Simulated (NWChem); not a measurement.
System: C5H2F2; SMILES FC(C#C)(F)C#C

Computed with NWChem. Pople sets run with spherical d functions. All runs use the structure optimised with PBE0/def2-SVP.

Task: What does the run give for MPW1K/6-31G*? Quantities: highest occupied level (eV); orbital gap (eV); dipole (D).

Result: 
```
Quantity                     Value
---------------------------  -----
highest occupied level (eV)  -9.17
orbital gap (eV)              9.59
dipole (D)                    2.46
```
